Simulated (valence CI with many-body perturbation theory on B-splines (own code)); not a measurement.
Values are calculated unless marked as measured or tabulated.
## Sensitivity of CI+MBPT for Sm³⁹⁺

Method: relativistic CI+MBPT: five valence electrons over a frozen Dirac-Fock core [Ar], radial functions for each j: 6 s, 6 p, 5 d, 5 f, 1 g, with the one-electron correlation potential Σ1, the two-electron term Σ2, the three-electron term Σ3, Breit, model QED; selected CI, second order for the rest, scaled by the run's own slope (own B-spline code, finite nucleus).

The last digits are not significant, and no measured levels were compared; by estimate large intervals hold to a few tenths of a per cent, small ones and those within an open d or f shell to about a per cent. Among the levels kept, up to 580 cm⁻¹ of a level comes from second order outside the variational space, and about a tenth of that is noise between levels of different J, which matters for small intervals. Only levels of the ground parity were solved; by the run's estimate the other parity begins above the list, which can be wrong where configurations are misplaced.

The reference run has the lowest level (3d3/2^4 3d5/2) J=5/2 and an ionisation energy of 2887.14 eV. Its largest variational space holds 9999 state functions.

Levels are named by their leading jj configuration (3d3/2^4 stands for four electrons in 3d with j = 3/2), which in mixed levels can hold well under half, so a name can repeat and another be missing. Letters in brackets count levels of one name in rising energy.

Changed runs:
A. factor on the speed of light 1 → 100; QED terms on → off; Breit term on → off
B. size limit of the variational space 10000 → 1500; averaging of valence orbitals over low configurations on → off; second order for the rest on → off
C. correlating orbitals by l 3 3 3 3 1 → 4 4 0 0 0; averaging of valence orbitals over low configurations on → off
D. box radius (bohr) 2.8652 → 0.78 (bad on purpose)

Excitation energies of the reference run in cm⁻¹, and shifts in cm⁻¹:

```csv
Level,Reference,B,C,D
(3d3/2^3 3d5/2^2) J=5/2 [a],169832,-648,-663,+51
(3d3/2^3 3d5/2^2) J=7/2 [a],248786,+1709,+432,+8.6
(3d3/2^3 3d5/2^2) J=3/2 [a],256959,-960,+676,-14
(3d3/2^3 3d5/2^2) J=11/2,259544,-1547,+187,-63
(3d3/2^3 3d5/2^2) J=9/2,287947,+1298,+694,-41
(3d3/2^3 3d5/2^2) J=5/2 [b],303518,+294,+920,-10
(3d3/2^3 3d5/2^2) J=1/2,315661,-4482,+1104,-48
(3d3/2^3 3d5/2^2) J=7/2 [b],340686,+2600,+1684,-41
(3d3/2^2 3d5/2^3) J=5/2 [a],415945,-119,+87,+73
(3d3/2^3 3d5/2^2) J=3/2 [b],419715,+290,+2585,-78
(3d3/2^2 3d5/2^3) J=7/2 [a],461081,+1174,+95,+71
(3d3/2^2 3d5/2^3) J=11/2,467611,-1875,-279,-0.5
Ionisation energy (eV),2887.14,-1.03,-0.10,-0.21
```

Run A ends with another lowest level, (3d3/2^2 3d5/2^3) J=5/2, and an ionisation energy of 2914.91 eV.
